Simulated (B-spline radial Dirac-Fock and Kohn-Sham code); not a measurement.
# Fe³⁺: photoemission with 833 eV photons

System: iron as Fe³⁺ in the configuration [Ar] 3d5.

Model: Dirac-Hartree-Slater photoionisation with all multipoles and Dirac-Fock thresholds. Program: a radial finite-basis atomic code. The asymmetry parameter β is from the dipole term alone. Kinetic energies are from the vacuum level. Open shells are spread statistically over j, without multiplet splitting.

```
  subshell  electrons  binding (eV)  kinetic (eV)  σ (kb)     β
L2 (2p1/2)          2         777.4         55.60     343  1.03
L3 (2p3/2)          4         765.2         67.78       ?     ?
   M1 (3s)          2         149.9         683.1    31.3  2.00
M2 (3p1/2)          2         110.3         722.7    32.2  1.59
M3 (3p3/2)          4         108.7         724.3    63.0  1.60
M4 (3d3/2)          2         51.15         781.9    6.84  1.10
M5 (3d5/2)          3         50.97         782.0    10.1  1.09
```

Question: What are σ and β for L3 (2p3/2)?

Answer: σ = 678 kb, the largest of all subshells and 58 % of the total, and β = 1.08.

Run: 2.3 s of CPU time on 1 thread of Intel(R) Xeon(R) Platinum 8488C (shared host), peak memory 0.38 GiB.

Values without a named source are computed, but for edge energies of neutral atoms, which are taken from tables.
